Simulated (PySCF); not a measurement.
## Oxygen: a sound run and one with changed settings

Sound run: O²⁺ [He] 2s2 2p2, O³⁺ [He] 2s2 2p1. Calculation: PySCF 2.14, in aug-cc-pVDZ (4s3p2d, 23 functions); no relativity, point nucleus. In the sound run the correlated levels freeze 1s2. The sound run starts from symmetry-adapted Hartree-Fock orbitals and uses a fine grid where one is needed.

Changed run: all electrons correlated in a basis built for the valence shell.

```
species   method  sound run (hartree)  changed run (hartree)  converged
    O²⁺      MP2            -73.13977              -73.14143        yes
    O²⁺  CCSD(T)            -73.16313              -73.16459        yes
    O³⁺      MP2            -71.12648              -71.12816        yes
    O³⁺  CCSD(T)            -71.15842              -71.15978        yes
```

Ionisation energy of O²⁺:

```tsv
method	sound run (eV)	changed run (eV)
UHF	54.634	54.634
MP2	54.785	54.784
SCS-MP2	54.682	54.679
CCSD	54.546	54.549
CCSD(T)	54.551	54.554
```

A valence basis has no tight correlating functions, so it recovers only part of the core correlation, and not evenly between atom and ion.

For comparison, NIST gives 54.936 eV between the lowest levels.
